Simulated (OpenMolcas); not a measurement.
## Ni3+ in Cs2NaYBr6: curves along the breathing mode

Ni3+ with its 6 nearest bromide ions, on the Y site of Cs2NaYBr6 (a = 11.3047 Å, distance in the model lattice 2.765 Å). The rest of the host is ab initio model potentials to 7.6 Å, with orthogonalisation functions on the cations behind the ligands, and point charges beyond; the distance is set by hand and nothing relaxes. Ligand basis ANO-RCC-VDZP.

| Property | Result |
| --- | --- |
| Program | OpenMolcas |
| Method | CASSCF |
| Basis | ANO-RCC-VDZP [5s4p2d1f] |
| Scalar Hamiltonian | DKH2, point nucleus |
| Active space | 7 electrons in 5 orbitals (3d) |
| State averaging | 2S+1 = 4 even, 10 roots; 2S+1 = 2 even, 40 roots |
| Spin-orbit coupling | state interaction with AMFI integrals over the reference wave functions |

Spin-free energies (labels of O, the rotations of Oh) in cm-1 above the lowest fitted minimum, as all ligands move together:

```json
{"R (Å)": "2.428", "4T1": "3050", "4T2": "10690", "4A2": "24240", "2E": "17370", "4T1(2)": "25730", "2E(2)": "35330", "2E(3)": "45900"}
{"R (Å)": "2.542", "4T1": "20", "4T2": "5800", "4A2": "17040", "2E": "17340", "4T1(2)": "21400", "2E(2)": "30720", "2E(3)": "39760"}
{"R (Å)": "2.599", "4T1": "1260", "4T2": "6280", "4A2": "16720", "2E": "19920", "4T1(2)": "22080", "2E(2)": "31280", "2E(3)": "39860"}
{"R (Å)": "2.656", "4T1": "3980", "4T2": "8330", "4A2": "18160", "2E": "23930", "4T1(2)": "24260", "2E(2)": "33350", "2E(3)": "41670"}
{"R (Å)": "2.714", "4T1": "8060", "4T2": "11780", "4A2": "21210", "2E": "29310", "4T1(2)": "27800", "2E(2)": "36780", "2E(3)": "45050"}
{"R (Å)": "2.771", "4T1": "13210", "4T2": "16340", "4A2": "25600", "2E": "35780", "4T1(2)": "32370", "2E(2)": "41280", "2E(3)": "49720"}
```

Cubic fits give the following; the wavenumber is harmonic, with the mass of all moving ligands, small differences in it between states hang on the degree of the fit, a number in brackets counts states of one label, and the table is a selection of at most 14 states with clean curves.

```json
{"State": "4T1", "R0 (Å)": "2.530", "Breathing mode (cm-1)": "196", "Minimum (cm-1)": "0"}
{"State": "4T2", "R0 (Å)": "2.555", "Breathing mode (cm-1)": "197", "Minimum (cm-1)": "5760"}
{"State": "4A2", "R0 (Å)": "2.581", "Breathing mode (cm-1)": "202", "Minimum (cm-1)": "16600"}
{"State": "2E", "R0 (Å)": "2.484", "Breathing mode (cm-1)": "199", "Minimum (cm-1)": "16450"}
{"State": "4T1(2)", "R0 (Å)": "2.548", "Breathing mode (cm-1)": "195", "Minimum (cm-1)": "21400"}
{"State": "2E(2)", "R0 (Å)": "2.553", "Breathing mode (cm-1)": "195", "Minimum (cm-1)": "30710"}
{"State": "2E(3)", "R0 (Å)": "2.568", "Breathing mode (cm-1)": "202", "Minimum (cm-1)": "39570"}
{"State": "2E(4)", "R0 (Å)": "2.550", "Breathing mode (cm-1)": "192", "Minimum (cm-1)": "67570"}
```

The minimum of 4T2 is shifted by +0.0255 Å against 4T1 (from the unrounded fits). With M = 479.4 u for the moving shell, the Huang-Rhys factor in this mode is S = M ω ΔR² / 2ħ = 0.01483 × 479.4 × 196 × 0.0255² = 0.91. Only the first shell moves, against a rigid host.

An orbital triplet at a regular site is open to Jahn-Teller coupling, which can distort the site and quench the lowest spin-orbit gaps and is left out. Without dynamic correlation the repulsion within the d shell is too large (B by tens of per cent), so at a given field states of lower spin stand too high. Ligand-to-metal charge-transfer states are missing. This ion would oxidise such ligands; the complex is a model and need not exist. With no ligand orbital active B as a rule stays too high, so bands that hang on it stand too high and its fall with covalency is understated. With metal d orbitals alone and no dynamic correlation the field as a rule comes out too small, by tens of per cent, by up to half for chloride and softer ligands, and with too little covalency χT stands high. This shell can be high or low spin here, a state of another spin lies low, and with metal d orbitals alone active their balance is uncertain, so the ground spin may be wrong (holds for R = 2.428). The least metal-like active orbital is 74 % on the metal (Löwdin) and no ligand orbital is active, so the numbers are rough (holds for R = 2.428). CASSCF with metal d orbitals alone favours high spin, so a ground state of lower spin is not ruled out (holds for R = 2.542; R = 2.599; R = 2.656; R = 2.714; R = 2.771). The least metal-like active orbital is 76 % on the metal (Löwdin) and no ligand orbital is active, so the numbers are rough (holds for R = 2.542; R = 2.599; R = 2.656; R = 2.714; R = 2.771). No measured value stands beside these numbers.
